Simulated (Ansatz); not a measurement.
**Multireference treatment of BeH₂, singlet**

Program: Ansatz, Gaussian basis, development build. Basis cc-pVDZ, nonrelativistic, 1 orbital frozen in the corrections. State-specific CASSCF; RHF is the lowest restricted (open-shell) Hartree–Fock solution met. Solutions may break the symmetry of the shape. Lower solutions, or ones in other orbitals, may exist.

Geometry. A bond is stretched, to 1.26 times the sum of the covalent radii.

```tsv
atom	x (Å)	y (Å)	z (Å)
Be	0.0000	0.0000	0.0000
H	0.0000	0.6747	1.4552
H	0.0000	-0.6747	1.4552
```

Q: What do CASSCF and its corrections give against RHF in CAS(2,2), and what are the occupations?

A: CASSCF -1.614 eV, SC-NEVPT2 -2.733 eV; occupations 1.00, 1.00.
